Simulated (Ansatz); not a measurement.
Relaxation of C4H9AlClN (16 atoms, charge 0, multiplicity 1), to a largest force component of 0.02 eV/Å in at most 40 steps.

The calculation used UKS B3LYP-D4/6-31G* (Ansatz).

```xyz
16
Properties=species:S:1:pos:R:3:forces:R:3
N -1.162 -0.205 1.183 -1.13 5.08 1.09
C 0.009 0.099 0.468 -0.66 -0.15 0.50
C 0.706 -0.889 -0.093 2.25 0.20 -0.79
C 0.431 -2.328 0.015 -3.40 -0.16 1.10
Cl 1.554 -3.365 -0.841 0.62 -0.51 -0.27
C 0.454 1.545 0.295 -1.71 -0.13 0.59
Al -0.327 2.317 -1.351 -0.13 -0.22 -0.02
H -1.537 -1.108 1.317 -0.21 -0.88 -0.08
H -1.770 0.649 1.596 1.99 -3.01 -1.33
H 1.645 -0.637 -0.599 -0.29 0.06 0.13
H 0.308 -2.648 1.105 0.50 0.04 -1.17
H -0.616 -2.492 -0.436 1.24 -0.25 0.47
H 0.079 2.161 1.152 0.53 -0.29 -0.33
H 1.536 1.613 0.245 0.31 0.01 0.20
H -0.051 3.817 -1.744 0.13 0.26 -0.05
H -1.282 1.449 -2.267 -0.05 -0.06 -0.04
```

Task: Where does it end, and by what steps?

Result: It converged. After 24 steps the energy has fallen by 1.155 eV; H15 moved furthest, 2.53 Å. Joined: C2–Al7 (2.89 → 2.28 Å), C3–Al7 (3.60 → 2.24 Å).

```json
{"step": "0", "energy less start (eV)": "0.0000", "largest force component (eV/Å)": "5.083", "accepted": "yes"}
{"step": "1", "energy less start (eV)": "-0.5441", "largest force component (eV/Å)": "1.486", "accepted": "yes"}
{"step": "2", "energy less start (eV)": "-0.6149", "largest force component (eV/Å)": "0.409", "accepted": "yes"}
{"step": "3", "energy less start (eV)": "-0.6288", "largest force component (eV/Å)": "0.195", "accepted": "yes"}
{"step": "4", "energy less start (eV)": "-0.6374", "largest force component (eV/Å)": "0.155", "accepted": "yes"}
{"step": "5", "energy less start (eV)": "-0.6555", "largest force component (eV/Å)": "0.464", "accepted": "yes"}
{"step": "6", "energy less start (eV)": "-0.6878", "largest force component (eV/Å)": "0.327", "accepted": "yes"}
{"step": "7", "energy less start (eV)": "-0.7154", "largest force component (eV/Å)": "0.531", "accepted": "yes"}
{"step": "8", "energy less start (eV)": "-0.7376", "largest force component (eV/Å)": "0.453", "accepted": "yes"}
{"step": "9", "energy less start (eV)": "-0.7621", "largest force component (eV/Å)": "0.254", "accepted": "yes"}
{"step": "10", "energy less start (eV)": "-0.7813", "largest force component (eV/Å)": "0.331", "accepted": "yes"}
{"step": "11", "energy less start (eV)": "-0.8101", "largest force component (eV/Å)": "0.391", "accepted": "yes"}
{"step": "12", "energy less start (eV)": "-0.8358", "largest force component (eV/Å)": "0.514", "accepted": "yes"}
{"step": "13", "energy less start (eV)": "-0.8770", "largest force component (eV/Å)": "0.535", "accepted": "yes"}
{"step": "14", "energy less start (eV)": "-0.9270", "largest force component (eV/Å)": "0.412", "accepted": "yes"}
{"step": "15", "energy less start (eV)": "-0.9815", "largest force component (eV/Å)": "0.341", "accepted": "yes"}
{"step": "16", "energy less start (eV)": "-1.0433", "largest force component (eV/Å)": "0.205", "accepted": "yes"}
{"step": "17", "energy less start (eV)": "-1.0998", "largest force component (eV/Å)": "0.144", "accepted": "yes"}
{"step": "18", "energy less start (eV)": "-1.1362", "largest force component (eV/Å)": "0.203", "accepted": "yes"}
{"step": "19", "energy less start (eV)": "-1.1471", "largest force component (eV/Å)": "0.226", "accepted": "yes"}
{"step": "20", "energy less start (eV)": "-1.1513", "largest force component (eV/Å)": "0.152", "accepted": "yes"}
{"step": "21", "energy less start (eV)": "-1.1544", "largest force component (eV/Å)": "0.063", "accepted": "yes"}
{"step": "22", "energy less start (eV)": "-1.1551", "largest force component (eV/Å)": "0.031", "accepted": "yes"}
{"step": "23", "energy less start (eV)": "-1.1552", "largest force component (eV/Å)": "0.036", "accepted": "yes"}
{"step": "24", "energy less start (eV)": "-1.1553", "largest force component (eV/Å)": "0.010", "accepted": "yes"}
```

```xyz
16
Properties=species:S:1:pos:R:3
N -1.240 -0.083 1.340
C -0.076 0.324 0.769
C 0.692 -0.512 -0.084
C 0.453 -1.975 -0.256
Cl 0.465 -2.482 -2.025
C 0.212 1.746 0.707
Al 0.019 1.234 -1.316
H -1.662 -0.955 1.051
H -1.901 0.631 1.613
H 1.733 -0.207 -0.189
H 1.226 -2.591 0.206
H -0.515 -2.309 0.123
H -0.441 2.399 1.282
H 1.266 2.002 0.822
H 1.236 1.694 -2.222
H -1.490 1.061 -1.779
```

Whether the end is a true minimum wasn't checked by a vibrational analysis.

Run time: 3.6 min on 4 threads of Arm Neoverse N1, with other jobs on the host, peak memory 0.6 GiB.
